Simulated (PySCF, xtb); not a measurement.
Ge(H)(Br)2(Me) (CH₄Br₂Ge), SMILES [CH3][GeH]([Br])[Br].

Harmonic wavenumbers (cm⁻¹) from GFN2-xTB in xtb 6.7.1 at its own minimum, in rising order: 87, 91, 124, 133, 258, 291, 552, 587, 623, 776, 797, 1309, 1432, 1433, 1774, 2995, 3020, 3024.

Q: What does PySCF with PBE-D3(BJ)/def2-SVP give at its own minimum? (The exact figures need the calculation; the answer reports its results.)

A: 92, 119, 140, 152, 278, 307, 593, 616, 662, 785, 824, 1199, 1370, 1376, 2088, 2990, 3105, 3114. Paired by order, the mean absolute difference is 54 cm⁻¹ and the zero-point energies are 27.6 and 28.3 kcal/mol.
